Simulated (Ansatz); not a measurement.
Start from `C/C=C\C[SiH3]` and change one atom or group to get `C=CC`.

Ansatz, PBE0-D4/def2-TZVP geometries, multiplicity 1. Each molecule was computed in one conformer, which needn't be the lowest.

```
                             property  `C/C=C\C[SiH3]`
   LUMO energy (PBE0/def2-TZVPP) / eV             0.41
  HOMO–LUMO gap (PBE/def2-TZVPP) / eV             5.12
HOMO energy (ωB97M-V/def2-TZVPP) / eV            -8.96
  HOMO energy (B3LYP/def2-TZVPP) / eV            -6.58
   HOMO energy (PBE0/def2-TZVPP) / eV            -6.78
 HOMO–LUMO gap (PBE0/def2-TZVPP) / eV             7.18
```

(1) Give the same properties after the change, and the shifts. (An estimate is asked.)

Answers

(1) The calculation gave: 
```tsv
property	`C=CC`	shift
LUMO energy (PBE0/def2-TZVPP) / eV	0.45	0.04
HOMO–LUMO gap (PBE/def2-TZVPP) / eV	5.64	0.52
HOMO energy (ωB97M-V/def2-TZVPP) / eV	-9.64	-0.68
HOMO energy (B3LYP/def2-TZVPP) / eV	-7.15	-0.57
HOMO energy (PBE0/def2-TZVPP) / eV	-7.37	-0.59
HOMO–LUMO gap (PBE0/def2-TZVPP) / eV	7.82	0.64
```

B3LYP here is the variant with VWN-RPA as its local correlation; programs differ in this.
